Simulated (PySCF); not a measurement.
PySCF input file for 4,4-difluorobuta-1,2-diene (C₄H₄F₂), SMILES C=C=CC(F)F, TPSSh-D3(BJ)/def2-SVP. Geometry optimised at TPSSh-D3(BJ)/def2-SVP. One conformer was computed; it need not be the lowest.

```python
import numpy as np
from pyscf import gto, scf, dft, df
from pyscf.hessian import thermo

mol = gto.M(
    atom='''
    C     2.80047530   -0.25354998    0.00000000
    C     1.57001244    0.19397322    0.00000000
    C     0.33039595    0.62567374   -0.00000000
    C    -0.84878431   -0.29926186   -0.00000000
    F    -1.62870513   -0.05808273    1.09561775
    F    -1.62870513   -0.05808273   -1.09561775
    H     3.33472349   -0.44486271    0.93666906
    H     3.33472350   -0.44486271   -0.93666906
    H     0.09762061    1.69709762   -0.00000001
    H    -0.56297154   -1.36289391    0.00000000
    ''',
    basis='def2-SVP',
    charge=0,
    spin=0,
    max_memory=1600,
    verbose=3,
)
mf = dft.RKS(mol, xc='tpssh').density_fit(auxbasis='def2-universal-jkfit')
mf.disp = 'd3bj'
mf.grids.level = 4
mf.conv_tol = 1e-11
mf.max_cycle = 100
mf.kernel()

# analytic Hessian; the response equations are solved on a coarser grid
h, args, fine = mf.Hessian(), (mf.mo_energy, mf.mo_coeff, mf.mo_occ), mf.grids
h.max_memory = max(150, 2.5e-5 * df.make_auxmol(mol, mf.with_df.auxbasis).nao * mol.nelec[0] * (mol.nelec[0] + mol.nao))  # MB; small integral blocks
h1ao = h.make_h1(mf.mo_coeff, mf.mo_occ)
mf.grids = dft.Grids(mol).set(level=2).build(with_non0tab=True)
mo1, mo_e1 = h.solve_mo1(*args, h1ao)
mf.grids = fine
hess = h.hess_elec(*args, mo1, mo_e1, h1ao) + h.hess_nuc()
if mf.do_disp():
    hess += h.get_dispersion()
for i in range(mol.natm):  # the analytic DFT Hessian lacks the response of the grid: restore translational invariance
    hess[i, i] -= hess[i].sum(axis=0)
hess = (hess + hess.transpose(1, 0, 3, 2)) / 2
vib = thermo.harmonic_analysis(mol, hess, imaginary_freq=False)
thermo.dump_normal_mode(mol, vib)
th = thermo.thermo(mf, vib['freq_au'][vib['freq_au'] > 0], 298.15, 101325)
thermo.dump_thermo(mol, th)
g0 = mf.nuc_grad_method().set(verbose=0).kernel()

# dipole derivatives [dipole axis, atom, xyz] from the same response
r, irp = mol.intor('int1e_r'), mol.intor('int1e_irp').reshape(3, 3, mol.nao, mol.nao)
sl, dm0, ok = mol.aoslice_by_atom(), np.array(mf.make_rdm1()), []
dmu = np.einsum('a,xt->xat', mol.atom_charges(), np.eye(3))
for a, (_, _, p0, p1) in enumerate(sl):
    dmu[:, a] += 2 * np.einsum('xtij,ij->xt', irp[:, :, :, p0:p1], dm0.reshape(-1, mol.nao, mol.nao).sum(0)[:, p0:p1])
    for u, c, occ, f in [(mo1, mf.mo_coeff, mf.mo_occ, 4)]:
        dmu[:, a] -= f * np.einsum('tui,xuv,vi->xt', u[a], r, c[:, occ > 0], optimize=True)
L = vib['norm_mode']
ir = 974.8801 * (np.einsum('xat,kat->kx', dmu, L) ** 2).sum(1)       # km/mol
apt = np.einsum('xax->a', dmu) / 3

# polarisability derivatives from nuclear gradients in small electric fields
h0, F = mf.get_hcore(), 0.005
def in_field(f, guess):
    m = mf.copy()
    m.verbose, m.conv_tol, m.conv_tol_grad = 0, 1e-11, 2e-7
    m.get_hcore = lambda *a: h0 + np.einsum('x,xij->ij', f, r)
    m.kernel(guess)
    ok.append(m.converged)
    dm = np.array(m.make_rdm1())
    g = m.nuc_grad_method().kernel() - np.outer(mol.atom_charges(), f)
    for a, (_, _, p0, p1) in enumerate(sl):
        g[a] -= 2 * np.einsum('x,xtij,ij->t', f, irp[:, :, :, p0:p1], dm[:, p0:p1])
    return g, -np.einsum('xij,ij->x', r, dm), dm
E = np.eye(3) * F
g0, _, dm0 = in_field(np.zeros(3), dm0)
gp = [in_field(e, dm0) for e in E]
gm = [in_field(-e, 2 * dm0 - p[2]) for e, p in zip(E, gp)]
alpha = np.array([(p[1] - q[1]) / (2 * F) for p, q in zip(gp, gm)])  # bohr^3
check = abs(np.array([-(p[0] - q[0]) / (2 * F) for p, q in zip(gp, gm)]) - dmu).max()
print('static polarisability / bohr^3:', alpha.round(3))
print('largest difference of analytic and finite-field dipole derivatives / e:', check)
da = np.zeros((3, 3, mol.natm, 3))
for x in range(3):
    da[x, x] = -(gp[x][0] + gm[x][0] - 2 * g0) / F**2
for x, y in ((0, 1), (0, 2), (1, 2)):
    up, down = in_field(E[x] + E[y], gp[x][2] + gp[y][2] - dm0), in_field(-E[x] - E[y], gm[x][2] + gm[y][2] - dm0)
    both = -(up[0] + down[0] - 2 * g0) / F**2
    da[x, y] = da[y, x] = (both - da[x, x] - da[y, y]) / 2
aq = np.einsum('xyat,kat->kxy', da, L) * 0.529177210903**2           # A^2/amu^1/2
a = np.einsum('kxx->k', aq) / 3
g2 = 1.5 * (aq**2).sum((1, 2)) - 4.5 * a**2
raman, depol = 45 * a**2 + 7 * g2, 3 * g2 / (45 * a**2 + 4 * g2 + 1e-12)
print('mode   freq/cm-1   IR/(km/mol)   Raman/(A^4/amu)   depolarisation')
for k, w in enumerate(vib['freq_wavenumber']):
    print(f'{k + 1:4d} {w:11.2f} {ir[k]:13.3f} {raman[k]:17.3f} {depol[k]:16.3f}')
print('max |gradient| / (hartree/bohr):', abs(g0).max())
print('APT charges:', apt.round(4))
```

Output:

```
converged SCF energy = -354.197351823167

WARN: MGGA Hessian is sensitive to dft grids. grids.level 4 may not be dense enough.


WARN: DFTD3 does not support analytical Hessian, using finite difference


WARN: Mole.unit (angstrom) is changed to Bohr

Mode                                 0                   1                   2
Irrep
Freq [cm^-1]                       63.8204            162.3565            306.9494
Reduced mass [au]                   4.5807              4.3322              1.9104
Force const [Dyne/A]                0.0110              0.0673              0.1060
Char temp [K]                      91.8233            233.5949            441.6318
Normal mode                   x     y     z       x     y     z       x     y     z
       0   C                -0.00 -0.00  0.12    0.11  0.11  0.00   -0.00 -0.00  0.01
       1   C                -0.00  0.00 -0.01    0.03 -0.10  0.00   -0.00  0.00  0.03
       2   C                -0.00  0.00 -0.13    0.02 -0.14 -0.00   -0.00  0.00  0.06
       3   C                -0.00  0.00 -0.06   -0.06 -0.04 -0.00   -0.00  0.00 -0.07
       4   F                 0.10 -0.04  0.02   -0.03  0.05 -0.00    0.08  0.06 -0.02
       5   F                -0.10  0.04  0.02   -0.03  0.05  0.00   -0.08 -0.06 -0.02
       6   H                -0.07  0.10  0.18    0.14  0.19 -0.00   -0.11 -0.35  0.00
       7   H                 0.07 -0.10  0.18    0.14  0.19  0.00    0.11  0.35  0.00
       8   H                -0.00  0.00 -0.24    0.05 -0.13 -0.00   -0.00  0.00  0.46
       9   H                 0.00  0.00 -0.12   -0.17 -0.07 -0.00   -0.00 -0.00 -0.07
Mode                                 3                   4                   5
Irrep
Freq [cm^-1]                      348.7756            419.7287            500.9062
Reduced mass [au]                   2.4803              7.8063              4.6093
Force const [Dyne/A]                0.1778              0.8103              0.6814
Char temp [K]                     501.8104            603.8962            720.6925
Normal mode                   x     y     z       x     y     z       x     y     z
       0   C                -0.00 -0.00 -0.05   -0.08  0.03 -0.00   -0.00  0.05  0.00
       1   C                -0.00 -0.00  0.21   -0.09 -0.02 -0.00   -0.08 -0.19 -0.00
       2   C                -0.00  0.00 -0.04   -0.08 -0.06  0.00    0.01  0.08  0.00
       3   C                 0.00  0.00 -0.03   -0.01 -0.06  0.00    0.01  0.11  0.00
       4   F                 0.03  0.01 -0.01    0.10  0.04  0.06    0.01 -0.03  0.03
       5   F                -0.03 -0.01 -0.01    0.10  0.04 -0.06    0.01 -0.03 -0.03
       6   H                 0.31  0.01 -0.23   -0.08  0.05  0.00    0.02  0.12  0.00
       7   H                -0.31 -0.01 -0.23   -0.08  0.05 -0.00    0.02  0.12 -0.00
       8   H                -0.00  0.00 -0.22   -0.16 -0.08 -0.00    0.25  0.13  0.00
       9   H                 0.00  0.00 -0.03   -0.10 -0.08  0.00    0.13  0.15  0.00
Mode                                 6                   7                   8
Irrep
Freq [cm^-1]                      600.4443            634.3097            873.1555
Reduced mass [au]                  10.5760              2.0469              1.3103
Force const [Dyne/A]                2.2466              0.4852              0.5886
Char temp [K]                     863.9057            912.6304           1256.2763
Normal mode                   x     y     z       x     y     z       x     y     z
       0   C                -0.05  0.03  0.00    0.00 -0.00  0.01    0.05  0.13 -0.00
       1   C                -0.07 -0.06  0.00    0.00  0.00  0.03   -0.01 -0.03  0.00
       2   C                -0.02  0.00 -0.00   -0.00  0.00 -0.18   -0.00 -0.00  0.00
       3   C                 0.09 -0.05 -0.00   -0.00  0.00  0.03   -0.00 -0.00 -0.00
       4   F                 0.02  0.02 -0.13   -0.05 -0.01  0.03    0.00  0.00 -0.00
       5   F                 0.02  0.02  0.13    0.05  0.01  0.03    0.00  0.00  0.00
       6   H                -0.05  0.07  0.00   -0.10 -0.46 -0.03   -0.21 -0.57  0.00
       7   H                -0.05  0.07 -0.00    0.10  0.46 -0.03   -0.21 -0.57 -0.00
       8   H                -0.05 -0.01  0.00    0.00  0.00  0.05    0.00 -0.00 -0.00
       9   H                 0.13 -0.04  0.00   -0.00  0.00  0.09   -0.01 -0.01  0.00
Mode                                 9                  10                  11
Irrep
Freq [cm^-1]                      887.4121            993.8887           1061.3542
Reduced mass [au]                   1.1793              1.5500              3.1786
Force const [Dyne/A]                0.5472              0.9021              2.1096
Char temp [K]                    1276.7884           1429.9846           1527.0523
Normal mode                   x     y     z       x     y     z       x     y     z
       0   C                -0.00 -0.00 -0.01    0.00  0.00  0.13    0.08 -0.02 -0.00
       1   C                 0.00  0.00 -0.02   -0.00 -0.00 -0.12   -0.01 -0.06  0.00
       2   C                -0.00  0.00  0.11   -0.00  0.00  0.02   -0.02  0.16 -0.00
       3   C                 0.00  0.00 -0.00   -0.00 -0.00  0.00    0.03 -0.13  0.00
       4   F                 0.01  0.00 -0.01   -0.00 -0.00  0.00   -0.02  0.02  0.03
       5   F                -0.01 -0.00 -0.01    0.00  0.00  0.00   -0.02  0.02 -0.03
       6   H                -0.14 -0.31  0.01    0.49 -0.18 -0.19    0.15 -0.02 -0.03
       7   H                 0.14  0.31  0.01   -0.49  0.18 -0.19    0.15 -0.02  0.03
       8   H                -0.00 -0.00 -0.78   -0.00  0.00  0.01   -0.42  0.08 -0.00
       9   H                 0.00  0.00 -0.00   -0.00 -0.00 -0.00   -0.03 -0.15  0.00
Mode                                12                  13                  14
Irrep
Freq [cm^-1]                     1087.4942           1115.0312           1142.2165
Reduced mass [au]                   6.9693              5.5964              1.8131
Force const [Dyne/A]                4.8562              4.0995              1.3937
Char temp [K]                    1564.6620           1604.2816           1643.3953
Normal mode                   x     y     z       x     y     z       x     y     z
       0   C                -0.00  0.00  0.00    0.07 -0.02 -0.00   -0.06  0.02  0.00
       1   C                 0.00  0.00  0.00   -0.01 -0.00  0.00    0.00  0.01 -0.00
       2   C                 0.00 -0.00 -0.02   -0.06  0.05 -0.00    0.09  0.08  0.00
       3   C                 0.00 -0.00  0.22   -0.19  0.05  0.00   -0.07 -0.13 -0.00
       4   F                 0.05 -0.02 -0.07    0.06 -0.02 -0.06    0.01  0.01 -0.00
       5   F                -0.05  0.02 -0.07    0.06 -0.02  0.06    0.01  0.01  0.00
       6   H                -0.01 -0.03  0.00    0.14 -0.04 -0.04   -0.12  0.05  0.03
       7   H                 0.01  0.03  0.00    0.14 -0.04  0.04   -0.12  0.05 -0.03
       8   H                 0.00 -0.00  0.04   -0.07  0.06  0.00    0.59  0.18 -0.00
       9   H                 0.00 -0.00  0.27   -0.24  0.03  0.00   -0.25 -0.19 -0.00
Mode                                15                  16                  17
Irrep
Freq [cm^-1]                     1290.0810           1369.3109           1408.7969
Reduced mass [au]                   1.4146              1.1610              1.2653
Force const [Dyne/A]                1.3871              1.2826              1.4796
Char temp [K]                    1856.1393           1970.1335           2026.9451
Normal mode                   x     y     z       x     y     z       x     y     z
       0   C                -0.05  0.02  0.00   -0.00  0.00 -0.00   -0.04  0.01 -0.00
       1   C                 0.03 -0.04 -0.00   -0.00 -0.00 -0.00   -0.04  0.02  0.00
       2   C                 0.13  0.02  0.00    0.00  0.00  0.01   -0.03 -0.01 -0.00
       3   C                 0.02  0.06 -0.00    0.00 -0.00 -0.10    0.11  0.04  0.00
       4   F                 0.00 -0.02 -0.01    0.01 -0.02  0.00   -0.01 -0.01  0.00
       5   F                 0.00 -0.02  0.01   -0.01  0.02  0.00   -0.01 -0.01 -0.00
       6   H                -0.22  0.09  0.10    0.01  0.02 -0.00    0.35 -0.13 -0.25
       7   H                -0.22  0.09 -0.10   -0.01 -0.02 -0.00    0.35 -0.13  0.25
       8   H                -0.47 -0.11  0.00   -0.00 -0.00  0.01    0.19  0.03 -0.00
       9   H                -0.55 -0.08 -0.00   -0.00 -0.00  0.92   -0.56 -0.13  0.00
Mode                                18                  19                  20
Irrep
Freq [cm^-1]                     1481.3729           2069.6686           3092.6738
Reduced mass [au]                   1.9208              9.8828              1.0903
Force const [Dyne/A]                2.4835             24.9419              6.1444
Char temp [K]                    2131.3658           2977.7923           4449.6690
Normal mode                   x     y     z       x     y     z       x     y     z
       0   C                -0.12  0.05 -0.00   -0.10  0.04 -0.00   -0.00  0.00 -0.00
       1   C                 0.00 -0.01  0.00    0.22 -0.08  0.00    0.00 -0.00 -0.00
       2   C                 0.14 -0.01  0.00   -0.12  0.03 -0.00   -0.00  0.01 -0.00
       3   C                -0.08 -0.02 -0.00    0.00  0.00 -0.00    0.02 -0.08  0.00
       4   F                 0.00  0.00  0.00    0.00  0.00 -0.00    0.00  0.00 -0.00
       5   F                 0.00  0.00 -0.00    0.00  0.00  0.00    0.00  0.00  0.00
       6   H                 0.27 -0.10 -0.26   -0.03  0.01 -0.07    0.00 -0.00  0.00
       7   H                 0.27 -0.10  0.26   -0.03  0.01  0.07    0.00 -0.00 -0.00
       8   H                -0.23 -0.09 -0.00   -0.01  0.08 -0.00    0.02 -0.05  0.00
       9   H                 0.32  0.08  0.00   -0.01 -0.00  0.00   -0.24  0.92 -0.00
Mode                                21                  22                  23
Irrep
Freq [cm^-1]                     3129.9297           3158.4707           3219.0362
Reduced mass [au]                   1.0609              1.0905              1.1166
Force const [Dyne/A]                6.1237              6.4098              6.8170
Char temp [K]                    4503.2719           4544.3361           4631.4765
Normal mode                   x     y     z       x     y     z       x     y     z
       0   C                -0.06  0.02  0.00   -0.00  0.00  0.00    0.00 -0.00  0.09
       1   C                 0.01 -0.00 -0.00   -0.01  0.00  0.00   -0.00 -0.00  0.00
       2   C                -0.00  0.00  0.00    0.02 -0.08  0.00   -0.00  0.00  0.00
       3   C                -0.00  0.00  0.00    0.00 -0.00 -0.00    0.00 -0.00  0.00
       4   F                 0.00 -0.00 -0.00   -0.00  0.00  0.00   -0.00 -0.00  0.00
       5   F                 0.00 -0.00  0.00   -0.00  0.00 -0.00    0.00  0.00  0.00
       6   H                 0.33 -0.12  0.59    0.01 -0.01  0.02   -0.33  0.12 -0.57
       7   H                 0.33 -0.12 -0.59    0.01 -0.01 -0.02    0.33 -0.12 -0.57
       8   H                 0.01 -0.04  0.00   -0.20  0.93 -0.00    0.00 -0.00  0.00
       9   H                 0.00 -0.00 -0.00   -0.01  0.05 -0.00   -0.00  0.00  0.00
temperature 298.1500 [K]
pressure 101325.00 [Pa]
Rotational constants [GHz] 8.47089 1.88126 1.66387
Symmetry number 1
Zero-point energy (ZPE) 0.06930 [Eh]   181935.161 [J/mol]
                           tot       elec      trans        rot        vib
Entropy [J/mol/K]       329.827      0.000    164.876    112.536     52.415
Cv [J/mol/K]             86.804      0.000     12.472     12.472     61.861
Cp [J/mol/K]             95.119      0.000     20.786     12.472     61.861
Internal energy [J/mol]                      3718.434   3718.434 190613.174
Internal energy [Eh]   -354.12192  -354.19735
Enthalpy [J/mol]                             6197.391   3718.434 190613.174
Enthalpy [Eh]          -354.12097
Gibbs free energy [J/mol]                  -42960.430 -29834.152 174985.518
Gibbs free energy [Eh] -354.15843
static polarisability / bohr^3: [[71.    -9.843 -0.   ]
 [-9.846 33.64  -0.   ]
 [-0.    -0.    30.403]]
largest difference of analytic and finite-field dipole derivatives / e: 0.00032725593723470503
mode   freq/cm-1   IR/(km/mol)   Raman/(A^4/amu)   depolarisation
   1       63.82         0.456             5.308            0.750
   2      162.36         0.244             8.833            0.719
   3      306.95         0.868             0.131            0.750
   4      348.78         5.541             0.781            0.750
   5      419.73        17.553             2.917            0.375
   6      500.91        24.674             2.565            0.511
   7      600.44         0.608             2.972            0.097
   8      634.31         0.177             4.073            0.750
   9      873.16        50.905             0.505            0.750
  10      887.41        18.411             6.878            0.750
  11      993.89         0.017             0.367            0.750
  12     1061.35         8.301            28.662            0.208
  13     1087.49       217.855             3.530            0.750
  14     1115.03       200.294             2.570            0.668
  15     1142.22        44.710            17.517            0.550
  16     1290.08         3.066             6.363            0.356
  17     1369.31        22.460             5.046            0.750
  18     1408.80        66.129             7.224            0.555
  19     1481.37        24.471             9.496            0.745
  20     2069.67        74.167             0.409            0.645
  21     3092.67        31.782            76.204            0.245
  22     3129.93         0.065           212.464            0.132
  23     3158.47         0.472           140.190            0.248
  24     3219.04         0.019           128.748            0.750
max |gradient| / (hartree/bohr): 1.783999152024223e-05
APT charges: [-0.175   0.1657 -0.2496  1.3097 -0.5906 -0.5906  0.0643  0.0643  0.0555
 -0.0537]
```

The calculation finished and met its thresholds.

Cost: around 13 core-minutes (rough).
